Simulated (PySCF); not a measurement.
CeS₂: breathing scan

Level of theory: PBE0/[Ce def2-SVP with ECP28, S def2-SVP], scalar-relativistic core potentials, density fitting, no spin–orbit coupling, PySCF.

Rigid scan from the singlet minimum (Ce–S 2.318 Å (×2); S–Ce–S 128.9°). Coordinate: all bonds to the central atom scaled together. Energies in kJ/mol from the minimum.

Q: Predict the curve at 0.88, 0.92, 0.96, 1.00, 1.04, 1.08, 1.14, 1.22, 1.35.

A: 
```
scale of all bonds to the centre  E (kJ/mol)  dipole size (D)
                            0.88       245.6             4.59
                            0.92        97.0             5.11
                            0.96        21.6             5.56
                            1.00         0.0             5.95
                            1.04        17.2             6.31
                            1.08        61.5             6.63
                            1.14       159.8             7.07
                            1.22       318.6             7.60
                            1.35       575.3             8.37
```

At long bonds a restricted determinant can lie too high, and another spin state can fall below this curve.

Stability towards spin polarisation was not tested.

Other isomers or separated fragments may lie lower.

The scan took of the order of 80 core-seconds on a shared host.
